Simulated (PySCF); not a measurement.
GeF4, singlet: data card

Level of theory: PySCF, B3LYP, basis Ge def2-TZVP, F def2-TZVP (no relativity, density fitting).

The structure is a minimum.

```xyz
5
charge 0 multiplicity 1, angstrom
Ge    0.0000    0.0000    0.0000
F    -0.9825   -0.9825   -0.9825
F    -0.9825    0.9825    0.9825
F     0.9825   -0.9825    0.9825
F     0.9825    0.9825   -0.9825
```

```json
{"Point group": "Td", "Bond lengths": "Ge–F 1.702 Å (×4)", "Bond angles": "F–Ge–F 109.5° (×6)", "Zero-point energy": "25.4 kJ/mol", "Entropy at 298.15 K and 1 bar": "303.9 J/(mol K)", "Dipole moment": "0.00 D", "Principal polarisabilities": "24.2, 24.2, 24.2 bohr³", "Rotational symmetry number": "12", "Rotational constants": "0.1149, 0.1149, 0.1149 cm⁻¹", "Principal quadrupole moments (Buckingham, traceless) about the centre of mass": "0.00, 0.00, 0.00 D Å", "Atomisation energy without zero-point energy": "1859 kJ/mol", "Highest occupied level": "-12.36 eV", "Lowest empty level": "-2.34 eV", "Enthalpy at 298.15 K above 0 K": "17.49 kJ/mol", "Heat capacity Cp at 298.15 K": "82.4 J/(mol K)"}
```

Harmonic modes (masses in u: Ge 73.921, F 18.998):
| symmetry | ω (cm⁻¹) | IR (km/mol, summed over degenerate members) | type |
| --- | --- | --- | --- |
| e | 198 | 0.0 | bend |
| t2 | 266 | 128 | bend |
| a1 | 712 | 0.0 | stretch |
| t2 | 780 | 330 | stretch |

In Td the vibrations span e + 2t2 + a1. The a1, e modes carry no infrared intensity, as symmetry demands.

Charges (e):
```
    atom  Mulliken  Löwdin  polar tensor  Mayer order to Ge1
     Ge1      1.25    0.30          2.36                   –
F2,3,4,5     -0.31   -0.08         -0.59                1.05
```

Mulliken populations on Ge1: s 6.83, p 13.21, d 10.52, f 0.19.

Outer orbital energies (eV). occupied: -12.97, -12.97, -12.76, -12.76, -12.76, -12.36, -12.36, -12.36; empty: -2.34, 1.29, 1.29, 1.29.

Counting electrons, germanium keeps none of its valence electrons outside its bonds, so the VSEPR class is AX4 and the expected shape is tetrahedral (Td), as computed.

The final relaxation and frequency run took 52 s on 4 threads of a shared Arm Neoverse N1 host, with 172 basis functions and 6 gradients; the process peaked at 1.9 GiB. Launch command: `OMP_NUM_THREADS=4 python axn.py task.json out`.
